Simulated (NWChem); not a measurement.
System: SiNH5; SMILES [SiH3]N

Computed with NWChem. Pople sets run with spherical d functions. All runs use the structure optimised with B3LYP/6-31G* (spherical d).

For level PBE0/STO-3G:

```
Property                     Result
---------------------------  ------
highest occupied level (eV)   -3.61
orbital gap (eV)              11.70
dipole (D)                     1.10
```

Problem. How do the values read with level PBE0/6-31+G* instead?

Solution. 
- highest occupied level (eV) = -7.41
- orbital gap (eV) = 7.23
- dipole (D) = 1.33
